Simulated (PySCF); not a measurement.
# Unknown compound

An unknown has the formula CH₇B₃N₄. Its calculated NMR data are:

¹H NMR (500 MHz, computed): δ 8.14 (m, 1H), 7.98 (m, 1H), 5.33 (br s, 1H), 4.73 (br, 2H), 4.54 (br s, 2H).

¹³C{¹H} NMR (computed): δ 161.1 (CH2).

How the numbers were obtained: geometry: PBE0-D3(BJ)/def2-SVP, couplings computed with B3LYP/pcJ-1 (spin–dipole term only in couplings to heteroatoms), shielding tensors at PBE0/pcSseg-1 (GIAO), in PySCF 2.14 (non-relativistic Hamiltonian, equivalent nuclei averaged, isolated molecule, one computed conformer).

δ = σ(ref) − σ, references computed at the same level: TMS for ¹H (σref 31.27) and ¹³C (σref 184.41).

What is the structure?

Answers


Carbon types of the structure: 1 × CH2, leaving 5 H on heteroatoms. δC 161.1: C=N carbon. δH 8.14, 7.98: hydrogen on a C=N carbon. δH 5.33, 4.54: hydrogen on a nitrogen bonded to 2 B, in a 6-membered ring; exchangeable, gas-phase position. δH 4.73: hydrogen on a boron bonded to 2 N, in a 6-membered ring.

The compound is `N1B(N=C)NBNB1`.

The data come from this structure; uniqueness wasn't tested.

OH/NH shifts are gas-phase values; hydrogen bonding in solution moves them, usually downfield. Hydrogens on boron are broadened and split by ¹¹B (spin 3/2, 80 %) and 10B (spin 3). Multiplet labels drop couplings under 1 Hz and merge nearly equal ones. Couplings among chemically equivalent protons are left out too, so labels in AA′BB′ or AA′XX′ sets are apparent multiplicities. Shifts are as computed. Against solution values, carbons near 30 ppm lie about +2 ppm off and those near 130 ppm about +5 ppm. Of 1211 compounds with measured shifts, 218 miss one by over three times the rms of a fit or turn the order of signals round; such compounds aren't used in these exercises. Couplings to exchangeable protons are dropped.
